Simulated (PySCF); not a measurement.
PySCF job for C₂H₆FInO, SMILES [In]([OH])([F])[CH2]C, TDA-PBE0/def2-SVPD. Geometry: B3LYP-D3(BJ)/def2-SVP. The structure was generated by enumeration; whether it is a known compound was not checked. The def2 effective core potentials stand for the cores of In; spin–orbit coupling is left out. Other conformers were not sampled.

```python
import numpy as np
from pyscf import gto, scf, dft, tdscf

mol = gto.M(
    atom='''
    In    0.10510135    0.16509644    0.23072666
    F     1.16896917    0.07513527    1.89003255
    C    -0.15874975   -1.64395691   -0.94926587
    C    -1.02041000   -1.48684894   -2.20023902
    H    -0.57785935   -2.37865891   -0.24439056
    H     0.86443495   -1.97379948   -1.18739735
    H    -0.59812291   -0.75365806   -2.90592262
    H    -2.04518363   -1.16113329   -1.96023733
    H    -1.10403969   -2.44543512   -2.74123192
    O    -0.51114950    2.06591764    0.04609492
    H    -1.04576349    2.20423579   -0.74844933
    ''',
    basis='def2-SVPD',
    ecp={'In': 'def2-svp'},
    charge=0,
    spin=0,
    max_memory=1600,
    verbose=4,
)
mf = dft.RKS(mol, xc='pbe0').density_fit(auxbasis='def2-universal-jkfit')
mf.grids.level = 3
mf.conv_tol = 1e-9
mf.max_cycle = 100
mf.kernel()
mf.grids = dft.Grids(mol).set(level=1).build(with_non0tab=True)  # coarser grid for the response kernel
td = tdscf.TDA(mf)
td.singlet = True
td.nstates = 10
td.conv_tol = 1e-4
td.positive_eig_threshold = 1e-6
td.kernel(x0=td.get_init_guess(mf, 15))
td.analyze()
tt = tdscf.TDA(mf)
tt.singlet = False
tt.nstates = 4
tt.conv_tol = 1e-4
tt.positive_eig_threshold = 1e-6
tt.kernel(x0=tt.get_init_guess(mf, 9))
tt.analyze(verbose=3)
```

Output:

```
PySCF version 2.14.0

[INPUT] verbose = 4
[INPUT] num. atoms = 11
[INPUT] num. electrons = 56
[INPUT] charge = 0
[INPUT] spin (= nelec alpha-beta = 2S) = 0
[INPUT] symmetry False subgroup None
[INPUT] Mole.unit = angstrom
[INPUT] Symbol           X                Y                Z      unit          X                Y                Z       unit  Magmom
[INPUT]  1 In     0.105101350000   0.165096440000   0.230726660000 AA    0.198612766822   0.311987055741   0.436010197036 Bohr   0.0
[INPUT]  2 F      1.168969170000   0.075135270000   1.890032550000 AA    2.209031579360   0.141985082595   3.571643886013 Bohr   0.0
[INPUT]  3 C     -0.158749750000  -1.643956910000  -0.949265870000 AA   -0.299993549843  -3.106628320486  -1.793852513697 Bohr   0.0
[INPUT]  4 C     -1.020410000000  -1.486848940000  -2.200239020000 AA   -1.928295434767  -2.809737285200  -4.157849156381 Bohr   0.0
[INPUT]  5 H     -0.577859350000  -2.378658910000  -0.244390560000 AA   -1.091995910019  -4.495013883656  -0.461831225829 Bohr   0.0
[INPUT]  6 H      0.864434950000  -1.973799480000  -1.187397350000 AA    1.633545308002  -3.729940442009  -2.243855792534 Bohr   0.0
[INPUT]  7 H     -0.598122910000  -0.753658060000  -2.905922620000 AA   -1.130288488728  -1.424207324971  -5.491397890979 Bohr   0.0
[INPUT]  8 H     -2.045183630000  -1.161133290000  -1.960237330000 AA   -3.864836935144  -2.194223912215  -3.704311692849 Bohr   0.0
[INPUT]  9 H     -1.104039690000  -2.445435120000  -2.741231920000 AA   -2.086332644750  -4.621202632193  -5.180177572716 Bohr   0.0
[INPUT] 10 O     -0.511149500000   2.065917640000   0.046094920000 AA   -0.965932563708   3.904018535508   0.087106774534 Bohr   0.0
[INPUT] 11 H     -1.045763490000   2.204235790000  -0.748449330000 AA   -1.976206587169   4.165401957064  -1.414364251814 Bohr   0.0

nuclear repulsion = 261.461267056166
number of shells = 70
number of NR pGTOs = 253
number of NR cGTOs = 166
basis = def2-SVPD
ecp = {'In': 'def2-svp'}


[settings echo left out]
init E= -423.028432414634
  HOMO = -0.632138954572807  LUMO = -0.561686143026302  gap/eV = 1.91712
cycle= 1 E= -443.449368933215  delta_E= -20.4  |g|= 2.15  |ddm|= 14.9
  HOMO = -0.0208975261202205  LUMO = -0.00834889794360481  gap/eV = 0.34147
cycle= 2 E= -434.941680290774  delta_E= 8.51  |g|= 5.46  |ddm|= 67.1
  HOMO = -0.27707663202429  LUMO = -0.0951574433382696  gap/eV = 4.95027
cycle= 3 E= -444.403221028381  delta_E= -9.46  |g|= 0.956  |ddm|= 66.8
  HOMO = -0.265126542687874  LUMO = -0.0811359094283013  gap/eV = 5.00664
cycle= 4 E= -444.512056090328  delta_E= -0.109  |g|= 0.721  |ddm|= 1.79
  HOMO = -0.291202088204034  LUMO = -0.0514112460359399  gap/eV = 6.52504
cycle= 5 E= -444.610114883055  delta_E= -0.0981  |g|= 0.0952  |ddm|= 0.705
  HOMO = -0.295496985714572  LUMO = -0.0565370299125142  gap/eV = 6.50243
cycle= 6 E= -444.611390630388  delta_E= -0.00128  |g|= 0.0718  |ddm|= 0.167
  HOMO = -0.300624380031632  LUMO = -0.0595236713432076  gap/eV = 6.56068
cycle= 7 E= -444.612418363902  delta_E= -0.00103  |g|= 0.0199  |ddm|= 0.07
  HOMO = -0.300925542117505  LUMO = -0.0594302570340486  gap/eV = 6.57142
cycle= 8 E= -444.612488284995  delta_E= -6.99e-05  |g|= 0.00615  |ddm|= 0.0245
  HOMO = -0.300922914743711  LUMO = -0.0592690463078618  gap/eV = 6.57574
cycle= 9 E= -444.612496824488  delta_E= -8.54e-06  |g|= 0.00114  |ddm|= 0.00777
  HOMO = -0.300972118250683  LUMO = -0.0592991804764184  gap/eV = 6.57626
cycle= 10 E= -444.612497149147  delta_E= -3.25e-07  |g|= 0.000248  |ddm|= 0.00206
  HOMO = -0.300957852803062  LUMO = -0.0592831249606083  gap/eV = 6.57630
cycle= 11 E= -444.612497162887  delta_E= -1.37e-08  |g|= 4.62e-05  |ddm|= 0.000482
  HOMO = -0.300962993616206  LUMO = -0.0592847121700552  gap/eV = 6.57640
cycle= 12 E= -444.612497163216  delta_E= -3.28e-10  |g|= 3.07e-05  |ddm|= 0.000115
  HOMO = -0.300958213755903  LUMO = -0.0592828698373117  gap/eV = 6.57632
Extra cycle  E= -444.612497162841  delta_E= 3.75e-10  |g|= 4.83e-05  |ddm|= 0.000105
converged SCF energy = -444.612497162841
tot grids = 43760
Overwritten attributes  positive_eig_threshold  of <class 'pyscf.tdscf.rks.TDA'>


******** <class 'pyscf.tdscf.rks.TDA'> for <class 'pyscf.df.df_jk.DFRKS'> ********
nstates = 10 singlet
deg_eia_thresh = 1.000e-03
wfnsym = None
conv_tol = 0.0001
eigh lindep = 1e-12
eigh level_shift = 0
eigh max_cycle = 100


Excitation energies (eV)
[5.50176844 5.84243656 5.84505735 6.55238283 6.83494052 6.90963837
 7.17840469 7.3001453  7.36233367 7.45542863]

** Singlet excitation energies and oscillator strengths **
Excited State   1:      5.50177 eV    225.35 nm  f=0.0200
      27 -> 29        0.69533
Excited State   2:      5.84244 eV    212.21 nm  f=0.0218
      28 -> 30        0.68906
Excited State   3:      5.84506 eV    212.12 nm  f=0.2266
      26 -> 29       -0.12030
      27 -> 30       -0.30777
      28 -> 29        0.60111
      28 -> 30        0.10158
Excited State   4:      6.55238 eV    189.22 nm  f=0.1370
      25 -> 29        0.17313
      26 -> 29        0.33960
      27 -> 30        0.48682
      28 -> 29        0.28736
      28 -> 32       -0.10929
Excited State   5:      6.83494 eV    181.40 nm  f=0.0036
      25 -> 29        0.60629
      25 -> 31       -0.11844
      26 -> 29       -0.22168
      28 -> 31       -0.23551
Excited State   6:      6.90964 eV    179.44 nm  f=0.0192
      24 -> 29        0.68097
      24 -> 31       -0.12629
Excited State   7:      7.17840 eV    172.72 nm  f=0.0550
      25 -> 29       -0.27781
      26 -> 29       -0.26815
      27 -> 30        0.18393
      28 -> 31       -0.53232
Excited State   8:      7.30015 eV    169.84 nm  f=0.0305
      26 -> 30       -0.68768
Excited State   9:      7.36233 eV    168.40 nm  f=0.0996
      24 -> 30        0.22317
      26 -> 29        0.43990
      27 -> 30       -0.30292
      28 -> 31       -0.35336
Excited State  10:      7.45543 eV    166.30 nm  f=0.0002
      25 -> 30        0.68406
      27 -> 31        0.15188

** Transition electric dipole moments (AU) **
state          X           Y           Z        Dip. S.      Osc.
  1         0.3182      0.0837     -0.1998      0.1482      0.0200
  2        -0.2699      0.0833      0.2693      0.1523      0.0218
  3        -0.1514     -1.0954     -0.5997      1.5823      0.2266
  4        -0.0728     -0.8036     -0.4496      0.8531      0.1370
  5         0.0741      0.0196      0.1246      0.0214      0.0036
  6        -0.2787     -0.0719      0.1754      0.1136      0.0192
  7        -0.0497     -0.4826     -0.2777      0.3125      0.0550
  8         0.3437      0.0883     -0.2111      0.1705      0.0305
  9        -0.3826      0.4875     -0.4100      0.5522      0.0996
 10        -0.0238     -0.0084      0.0172      0.0009      0.0002

WARN: ECP detected. Skipping calculation of transition velocity and magnetic dipole moments, which have not yet been implemented.



******** <class 'pyscf.tdscf.rks.TDA'> for <class 'pyscf.df.df_jk.DFRKS'> ********
nstates = 4 triplet
deg_eia_thresh = 1.000e-03
wfnsym = None
conv_tol = 0.0001
eigh lindep = 1e-12
eigh level_shift = 0
eigh max_cycle = 100


Excitation energies (eV)
[4.4803386  5.04107714 5.4859942  5.77664553]

** Triplet excitation energies and oscillator strengths **
Excited State   1:      4.48034 eV    276.73 nm  f=0.0000
Excited State   2:      5.04108 eV    245.95 nm  f=0.0000
Excited State   3:      5.48599 eV    226.00 nm  f=0.0000
Excited State   4:      5.77665 eV    214.63 nm  f=0.0000
```

The run converged.
